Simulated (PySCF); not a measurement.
A structure optimised at B3LYP-D3(BJ)/def2-SVP, used in a PySCF frequency run:

```
Si
O 1 1.6664
C 2 1.4098 1 124.97
H 3 1.1011 2 108.81 1 -177.59
H 3 1.1051 4 108.38 2 -121.70
H 3 1.1062 4 108.10 5 -116.77
O 1 1.6676 2 111.38 3 59.03
H 7 0.9653 1 116.35 2 64.27
H 1 1.4850 2 110.83 3 -56.38
C 1 1.8657 9 114.62 7 -122.67
H 10 1.1035 1 108.75 9 69.40
H 10 1.1036 11 107.12 1 118.53
Si 10 1.8899 11 109.31 12 117.58
H 13 1.4877 10 111.53 11 -162.77
H 13 1.4935 14 108.77 10 -122.65
H 13 1.4971 14 108.62 15 -116.71
```
Charge 0, spin multiplicity 1.

Q: Write its SMILES and formula.

A: CO[Si@@H](O)C[SiH3], C2H10O2Si2

Q: What are its rotational constants (standard atomic weights)?

A: 3.0767, 1.4258, 1.1844 GHz
